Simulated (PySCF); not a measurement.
Static response to an electric field

Compound: C6H9ClSi.
Numbering: `[CH2:1]=[CH:2][CH2:3][C:4]1=[CH:5][SiH2:6][C@H:7]1[Cl:8]` (hydrogens: H9, H10 on C1; H11 on C2; H12, H13 on C3; H14 on C5; H15, H16 on Si6; H17 on C7)

Geometry (GFN2-xTB, Å), atoms numbered from 1 in this order:
```
atom  x, y, z in Å
C1     2.7109   -0.8729    0.2390
C2     1.7663   -0.2963   -0.4785
C3     0.3914   -0.8655   -0.6783
C4    -0.6284    0.0204   -0.0507
C5    -1.6214    0.7485   -0.5845
Si6   -2.2822    1.3868    1.0600
C7    -0.7202    0.2902    1.4262
Cl8   -0.9798   -1.2024    2.3806
H9     3.6837   -0.4284    0.3638
H10    2.5521   -1.8196    0.7292
H11    1.9404    0.6596   -0.9562
H12    0.3356   -1.8526   -0.2116
H13    0.1806   -0.9630   -1.7469
H14   -1.8535    0.8433   -1.6330
H15   -2.1356    2.8053    1.3752
H16   -3.5221    0.8097    1.5618
H17    0.1753    0.7490    1.8436
```

Level: wB97X-D/def2-SVPD (PySCF), static field, nuclei fixed, core orbitals frozen in the response. The polarisability tensor in these axes (au):

```
x   121.30 -20.71   0.31
y   -20.71 103.41  -7.54
z     0.31  -7.54 101.49
```

Task: Give the principal values, the mean and the anisotropy Δα = √{½[(α1 − α2)² + (α2 − α3)² + (α1 − α3)²]}.

Result: Principal values 87.10, 103.60 and 135.49 au; mean 108.73 au = 16.11 Å³ = 17.93 × 10⁻⁴⁰ C²·m²/J; Δα = 42.61 au (39 % of the mean).

Task: What is the dipole moment, and where does it point?

Result: (0.29, 1.47, -1.59) D, 2.19 D in size, pointing from the negative to the positive side. Measured along this direction, the outermost atoms are Cl8 at the negative end and H14 and H11 at the positive end.

Task: What would n − 1 = 2πNα be for an ideal gas of these molecules at 400 K and 1 atm, electronic part alone?

Result: N = p/kT = 1.8347 × 10¹⁹ cm⁻³, so n − 1 = 2π × N × 16.11 × 10⁻²⁴ cm³ = 1857 × 10⁻⁶ at long wavelengths, for an ideal gas.

Task: Rayleigh depolarisation ratio (linearly polarised light, static tensor)?

Result: ρ = 3Δα²/(45ᾱ² + 4Δα²) = 5446.1/(532009 + 7261.4) = 0.0101.

Task: Directions of the eigenvectors, and the extent of the frame along each?

Result: Largest value along (0.82, -0.56, 0.13), where the nuclei span 6.44 Å; middle along (-0.33, -0.27, 0.91), 4.48 Å; least along (0.47, 0.78, 0.40), 3.13 Å. The response follows the extents in order.

Isolated species at its GFN2-xTB geometry (one conformer only).
